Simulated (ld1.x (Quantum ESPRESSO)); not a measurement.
tungsten (W): TM pseudisation with PBE, scalar-relativistic reference atom.

ld1.x (Quantum ESPRESSO) 7.5 input, shortened:

```
&input
   title='W', zed=74., rel=1, dft='PBE', iswitch=3,
   config='[Xe] 4f14 5d4 6s1 6p1'
 /
 &inputp
   pseudotype=2, tm=.true., lloc=0,
   nlcc=.true., new_core_ps=.true., rcore=1.20
 /
3
6P  2  1   1.00   0.00  3.45  3.45  0.0
5D  3  2   4.00   0.00  1.95  1.95  0.0
6S  1  0   1.00   0.00  2.20  2.20  0.0
 &test
   configts(1)='5d4 6s1 6p1'
 /
```

Task: Does the generator finish with these settings?

Result: Yes, a potential is produced and its reference levels are reproduced.

Task: Estimate the cutoffs (Ry, on a coarse ladder) from which the occupation-weighted sum of valence levels, in a spherical-Bessel basis at the reference potential, stays within 10 and 1 mRy of its value at 400 Ry.

Result: 30 Ry and 35 Ry.

Task: What does a ghost test show?

Result: No extra level below or beside the all-electron valence levels (p, d, s, f tested).

Task: Which valence shell sets the plane-wave cutoff?

Result: 5d: its level needs 35 Ry to come within 1 mRy, against 25 Ry for 6s.

Task: Tests: 5d4 6s2 6p0; 5d4 6s1 6p0; 5d4 6s0 6p0; 5d4 6s0 6p2; 5d2 6s0 6p0; 5d4.5 6s1.5 6p0; 5d3 6s2 6p0. Which has the largest error in its energy relative to the reference configuration, and how large is it?

Result: 5d2 6s0 6p0, with -668 meV (all-electron minus pseudo) on +82.66 eV.
